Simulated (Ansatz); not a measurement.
Born–Oppenheimer molecular dynamics of ClH5O3Sn (10 atoms, charge 0, multiplicity 1). It starts at the highest image of a converged band, a first-order saddle point between two minima.

These are results of Ansatz, RKS PBE-D4/def2-SVP, not measurements.

```yaml
ensemble: NVE (velocity Verlet)
time_step: 0.5 fs
steps_asked: 200
starting_velocities_drawn_for: 100 K
seed: 8137
```

First frame:

```xyz
10
Properties=species:S:1:pos:R:3
Sn 0.205 0.253 -0.058
Cl -0.242 0.024 2.664
O 1.942 -0.268 -0.897
H 1.819 -1.182 -1.228
O -0.878 1.717 -0.877
H -1.681 1.293 -1.246
O -0.887 -1.411 -0.313
H -1.215 -1.683 0.568
H 1.127 1.512 1.071
H 0.683 1.060 1.891
```

(1) How far do the bonds stretch over the last three quarters of this one trajectory? (Pairs bonded in most of those frames.)

Answers

(1) 
| bond | mean (Å) | spread (Å) | shortest | longest |
| --- | --- | --- | --- | --- |
| Sn1–O3 | 2.013 | 0.006 | 2.00 | 2.02 |
| Sn1–O5 | 2.004 | 0.009 | 1.98 | 2.02 |
| Sn1–O7 | 2.018 | 0.011 | 2.00 | 2.04 |
| Sn1–H9 | 1.724 | 0.025 | 1.69 | 1.78 |
| Cl2–H10 | 1.301 | 0.011 | 1.29 | 1.33 |
| O3–H4 | 0.979 | 0.007 | 0.97 | 0.99 |
| O5–H6 | 0.979 | 0.010 | 0.96 | 1.00 |
| O7–H8 | 0.978 | 0.008 | 0.97 | 0.99 |

Mean temperature of the second half: 606 K. The conserved energy stayed within 0.038 meV per atom of its start (net change 0.022 meV per atom), so the integration is sound. The kinetic energy rose, since the run started high on the potential surface and went downhill. It ends in pieces (ClH + H4O3Sn), so much of that is their flight and rotation, not heat. A run of 0.1 ps of so small a system gives no equilibrium averages. The orbitals stay closed-shell, which can raise the energy where a bond breaks towards radicals; this wasn't checked here.

Run time: 5.6 min on 4 threads of Intel(R) Xeon(R) Platinum 8259CL CPU @ 2.50GHz (Skylake/Cascade Lake), on a shared host, peak memory 0.19 GiB.
